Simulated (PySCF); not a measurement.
Species: C₄H₇BSi.
Atom-mapped SMILES: `[SiH3:1][C:2]1=[CH:3][BH:4][CH:5]=[CH:6]1` (hydrogens: H7, H8, H9 on Si1; H10 on C3; H11 on B4; H12 on C5; H13 on C6)

Level of theory: BHandHLYP/cc-pVDZ geometry optimisation, gas phase in PySCF.

**Question.** Give the optimised bond lengths and angles.

**Answer.** 
```tsv
bond	length (Å)
Si1–C2	1.877
C2=C3	1.344
C3–B4	1.585
B4–C5	1.571
C5=C6	1.337
C2–C6	1.523
Si1–H7, Si1–H8, Si1–H9	1.487
C3–H10	1.084
B4–H11	1.195
C5–H12	1.083
C6–H13	1.087
```

Bonds in one row agree within 0.01 Å and their mean is given. A selection of angles:
```tsv
angle	degrees
C2–Si1–H7	110.2
H7–Si1–H8	107.7
H7–Si1–H9	109.8
Si1–C2–C3	126.1
Si1–C2–C6	124.2
C3–C2–C6	109.6
C2–C3–B4	107.3
C2–C3–H10	123.1
B4–C3–H10	129.6
C3–B4–C5	104.3
C3–B4–H11	127.6
C5–B4–H11	128.1
B4–C5–C6	106.0
B4–C5–H12	130.5
C6–C5–H12	123.4
C5–C6–H13	125.8
C2–C6–C5	112.8
C2–C6–H13	121.4
```

Dihedral angles: Si1–C2–C3–B4 180° (antiperiplanar); C2–C3–B4–C5 -1° (synperiplanar); C3–B4–C5–C6 0° (synperiplanar); B4–C5–C6–C2 0° (synperiplanar); Si1–C2–C6–C5 180° (antiperiplanar).

Si1 (SiH3 silicon) is tetrahedral (angles from 107.7° to 110.2°). The 5-membered ring C2–C3–B4–C5–C6 has internal angles of 104.3° to 112.8° (sum 540°, against 540° for a flat polygon); it is planar, 0.00 Å rms from its mean plane, widest ring torsion 1°. B4 (ring boron) is planar (angles 128.1°, 127.6° and 104.3°, sum 360.0°, 0.00 Å off the plane of its three neighbours). The 6 heavy atoms lie in one plane (0.002 Å rms). The 3 C–C bonds span 1.337 Å (C5=C6, drawn double) to 1.523 Å (C2–C6, drawn single), a spread of 0.186 Å.

Point group: Cs (tolerance 0.08 Å). Whether it is a minimum is left open (no frequencies).

On one thread, Arm Neoverse V1 (aarch64), no GPU (shared host), this took 31 s and 0.56 GiB of memory at its peak. These figures are those of the optimisation.
